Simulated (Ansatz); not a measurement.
A series at Al: from `[F][Al]([F])[F]`, ligands are replaced one by one, each step taking up H₂S and setting free H–F; n counts the steps. Ansatz, PBE0-D4/def2-TZVP geometries. Each molecule was computed in one conformer, which needn't be the lowest.

```tsv
n	molecule	HOMO energy, ωB97M-V/def2-TZVPP (eV)
0	`[F][Al]([F])[F]`	-14.26
1	`[F][Al]([F])[SH]`	?
2	`[F][Al]([SH])[SH]`	-10.04
3	`[SH][Al]([SH])[SH]`	-9.90
```

Question: By hand: fit a straight line y = ȳ + b (n − n̄) to the 3 given rows and predict n = 1.

Answer: n̄ = 1.667, ȳ = -11.400; Σ(n − n̄)(y − ȳ) = 7.220, Σ(n − n̄)² = 4.667, so b = 1.547 eV a step. Prediction: -11.400 + (1.547) × (-0.667) = -12.43 eV.

Question: By hand: compare with the computed value, -10.54 eV, and give the steps along the whole series.

Answer: The line misses by 1.89 eV (computed minus predicted). Steps: 3.72, 0.50, 0.14 eV.

One step carries most of the change, so a line is a poor guide. The highest orbital can change its character along such a series. The miss is 43.3 % of the series' range.
